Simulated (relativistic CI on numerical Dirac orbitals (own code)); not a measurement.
## Level scheme of Nd XXXIII

Calculated at this level of theory: Dirac-Coulomb-Breit CI, KLI orbitals optimised for each configuration, QED by a radiative potential, unscaled Slater integrals (own radial code, finite nucleus).

Configurations in the expansion (outside the closed core [Ne]): 3s2 3p6 3d10, 3s2 3p6 3d9 4s, 3s2 3p6 3d9 4p, 3s2 3p6 3d9 4d, 3s2 3p5 3d10 4s, 3s2 3p6 3d9 4f, 3s2 3p5 3d10 4p, 3s2 3p6 3d8 4s2, 3s2 3p6 3d8 4s 4p, 3s2 3p5 3d10 4d, 3s2 3p6 3d9 5s, 3s 3p6 3d10 4s, 3s2 3p6 3d8 4p2, 3s2 3p6 3d9 5p, 3s2 3p6 3d8 4s 4d, 3s2 3p6 3d9 5d. Levels of other configurations are missing.

```
No.   Configuration  Term  J  E (10³ cm⁻¹)    %  Next component (%)         jj configuration (%)
  1    3s2 3p6 3d10    1S  0           0.0  100                                     closed (100)
  2  3s2 3p6 3d9 4s    3D  3        6780.9  100                                 3d5/2^5 4s (100)
  3  3s2 3p6 3d9 4s    1D  2        6791.7   55               45 3D             3d5/2^5 4s (100)
  4  3s2 3p6 3d9 4s    3D  1        6969.2  100                         3d3/2^3 3d5/2^6 4s (100)
  5  3s2 3p6 3d9 4s    3D  2        6976.8   55               45 1D     3d3/2^3 3d5/2^6 4s (100)
  6  3s2 3p6 3d9 4p   3P°  2        7306.0   57              30 3D°           3d5/2^5 4p1/2 (99)
  7  3s2 3p6 3d9 4p   3F°  3        7314.4   47              34 1F°          3d5/2^5 4p1/2 (100)
  8  3s2 3p6 3d9 4p   3F°  2        7495.6   80              12 1D°   3d3/2^3 3d5/2^6 4p1/2 (99)
  9  3s2 3p6 3d9 4p   3D°  1        7513.4   49              31 3P°   3d3/2^3 3d5/2^6 4p1/2 (96)
 10  3s2 3p6 3d9 4p   3F°  4        7576.3  100                              3d5/2^5 4p3/2 (100)
 11  3s2 3p6 3d9 4p   1D°  2        7590.0   55              33 3P°           3d5/2^5 4p3/2 (98)
 12  3s2 3p6 3d9 4p   1P°  1        7595.8   70              29 3P°           3d5/2^5 4p3/2 (95)
 13  3s2 3p6 3d9 4p   3D°  3        7606.8   73              26 1F°          3d5/2^5 4p3/2 (100)
 14  3s2 3p6 3d9 4p   3P°  0        7744.0  100                      3d3/2^3 3d5/2^6 4p3/2 (100)
 15  3s2 3p6 3d9 4p   3F°  3        7773.7   51              41 1F°  3d3/2^3 3d5/2^6 4p3/2 (100)
 16  3s2 3p6 3d9 4p   3D°  1        7773.9   50              40 3P°   3d3/2^3 3d5/2^6 4p3/2 (98)
 17  3s2 3p6 3d9 4p   3D°  2        7790.0   55              23 1D°  3d3/2^3 3d5/2^6 4p3/2 (100)
 18  3s2 3p6 3d9 4d    3S  1        8386.2   59               36 3P           3d5/2^5 4d3/2 (88)
 19  3s2 3p6 3d9 4d    3G  4        8420.5   53               41 1G           3d5/2^5 4d3/2 (99)
 20  3s2 3p6 3d9 4d    3D  2        8426.6   49               39 3P           3d5/2^5 4d3/2 (96)
 21  3s2 3p6 3d9 4d    3F  3        8440.5   46               28 3D           3d5/2^5 4d3/2 (98)
 22  3s2 3p6 3d9 4d    1P  1        8461.0   56               23 3D           3d5/2^5 4d5/2 (89)
 23  3s2 3p6 3d9 4d    3G  5        8468.9  100                              3d5/2^5 4d5/2 (100)
 24  3s2 3p6 3d9 4d    3D  3        8490.6   55               38 1F           3d5/2^5 4d5/2 (98)
 25  3s2 3p6 3d9 4d    1D  2        8497.2   47               37 3P           3d5/2^5 4d5/2 (95)
 26  3s2 3p6 3d9 4d    3F  4        8501.5   81               18 1G           3d5/2^5 4d5/2 (99)
 27  3s2 3p6 3d9 4d    3P  0        8539.4   97                3 1S           3d5/2^5 4d5/2 (58)
 28  3s2 3p6 3d9 4d    1P  1        8601.7   43               41 3D   3d3/2^3 3d5/2^6 4d3/2 (94)
 29  3s2 3p6 3d9 4d    3G  3        8605.8   81               17 1F   3d3/2^3 3d5/2^6 4d3/2 (98)
 30  3s2 3p6 3d9 4d    3F  2        8638.3   63               33 1D  3d3/2^3 3d5/2^6 4d3/2 (100)
```

Energies count from the lowest computed level; ° marks odd parity. Filled j subshells are mostly left out of the jj labels.

The mean weight of the leading LS term, summed over parents, in these 30 levels is 68 %, and that of the leading jj configuration (from the same eigenvectors) 96 %, so jj coupling describes them better and the LS labels are nominal.

At this charge energies of transitions that change n are usually good to better than 1 %, and those within a shell (Δn = 0) to a few per cent.

LS names give the leading component of a level, which can be under half, so a name can repeat, a term be missing and a line seem to break the LS rules.
